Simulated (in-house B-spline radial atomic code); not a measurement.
Ar³⁺. Computed with a B-spline radial atomic code. Model: all-electron spherical atom, spin shells full or empty, radial basis limit, no spin-orbit coupling, Breit or QED, empty-state partial waves extrapolated as (l+1/2)^-4, RPA, G0W0 and static COHSEX of the highest shell as one setting changes (uncorrelated shells keep exact exchange).

Given: element Ar; charge 3; filled core Ne; hamiltonian non-relativistic; mean-field start PBE0; highest l of empty states 9; highest mean-field shell 3p up.

Shell: 3s 1 1, 3p 3 0 (electrons up and down).

```tsv
lowest nl shells left uncorrelated	RPA correlation energy (hartree)	G0W0 level (eV)	G0W0 minus most complete (meV)	COHSEX level (eV)	linearised minus solved G0W0 (meV)
0	-0.88546	-59.284	0	-61.828	-13.4
1	?	?	?	?	?
2	?	?	?	?	?
3	-0.22471	-59.123	160.7	-61.51	-12.7
4	-0.082509	-59.618	-334.2	-61.367	-4.2
```

(1) What follows for lowest nl shells left uncorrelated = 2?

(2) What follows for lowest nl shells left uncorrelated = 1?

Answers

(1) RPA correlation energy -0.60787 hartree; G0W0 level -59.26 eV; G0W0 minus most complete 23.6 meV; COHSEX level -61.795 eV; linearised minus solved G0W0 -13.3 meV.

(2) RPA correlation energy -0.75556 hartree; G0W0 level -59.276 eV; G0W0 minus most complete 8.3 meV; COHSEX level -61.823 eV; linearised minus solved G0W0 -13.3 meV.
